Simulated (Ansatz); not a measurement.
C2H9ClSi2, SMILES `C[SiH](C)[SiH2]Cl`, relaxed with RKS PBE0-D4/def2-TZVP in Ansatz from a PBE-D4/def2-SVP geometry. The force threshold is 0.005 eV/Å; the program also tests the step.

Charge 0, multiplicity 1.

Start:

```xyz
14

C    -1.621   -0.692    0.608
Si    0.113   -0.653   -0.152
C     1.432   -0.297    1.160
Si    0.161    1.121   -1.695
Cl   -0.289    2.823   -0.532
H    -1.677   -1.434    1.431
H    -2.387   -0.956   -0.149
H    -1.872    0.307    1.019
H     0.409   -1.954   -0.859
H     1.272    0.714    1.587
H     2.451   -0.331    0.726
H     1.381   -1.037    1.984
H     1.501    1.355   -2.342
H    -0.872    1.032   -2.787
```

```
step  energy (eV)  largest force (eV/Å)  largest move (Å)
   1  -30489.1834                 0.506             0.000
   2  -30489.2330                 0.157             0.059
   3  -30489.2393                 0.079             0.028
   4  -30489.2408                 0.019             0.022
   5  -30489.2414                 0.053             0.072
   6  -30489.2421                 0.017             0.011
   7  -30489.2421                 0.002             0.003
```

End:

```xyz
14

C    -1.609   -0.696    0.623
Si    0.104   -0.611   -0.132
C     1.415   -0.302    1.170
Si    0.159    1.132   -1.695
Cl   -0.266    2.889   -0.672
H    -1.656   -1.477    1.386
H    -2.366   -0.914   -0.134
H    -1.867    0.256    1.095
H     0.401   -1.880   -0.861
H     1.250    0.661    1.659
H     2.415   -0.293    0.731
H     1.388   -1.082    1.936
H     1.489    1.316   -2.335
H    -0.859    1.001   -2.771
```

It took 13 s on 2 threads of an AMD EPYC 7R13 on a shared host and a share of an NVIDIA H100 80 GB, with 0.91 GiB of host memory at the peak.
